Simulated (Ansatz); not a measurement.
Consider the substitution at a C–C bond: `CC(C)(C)[NH][Zr]([F])([F])[F]` + `FC(F)(F)[TeH]` → `C[Te]C(F)(F)F` + `CC(C)[NH][Zr]([F])([F])[F]`.

Isolated molecules relaxed with PBE0-D4/def2-TZVP in Ansatz; ΔE leaves out vibrations. CCSD(T)/CBS is the MP2 limit (def2-TZVPP, def2-QZVPP) plus CCSD(T) − MP2 in def2-TZVPP, frozen cores. def2 core potentials past Kr. For Te, Zr outer-core shells are correlated without core-valence functions, which leaves a few kJ/mol of doubt a bond. Each species was taken in one conformer, which may not be the lowest.

```
                        species  CCSD(T)/CBS(def2) energy (Eh)
`CC(C)(C)[NH][Zr]([F])([F])[F]`                     -559.60736
                `FC(F)(F)[TeH]`                     -605.73243
                `C[Te]C(F)(F)F`                     -645.00072
   `CC(C)[NH][Zr]([F])([F])[F]`                     -520.34081
```

Task: Work out ΔE.

Result: ΔE = (-645.00072) + (-520.34081) − (-559.60736) − (-605.73243) = -0.00174 Eh = -4.6 kJ/mol.

Largest T1 diagnostic among the species: 0.015.

From PBE to PBE0 (25 % exact exchange), in def2-TZVPP and without D4, ΔE moves by +3.2 kJ/mol. At CCSD(T), def2-SVP lies +25.2 kJ/mol from the extrapolated value and def2-TZVPP +5.6 kJ/mol.
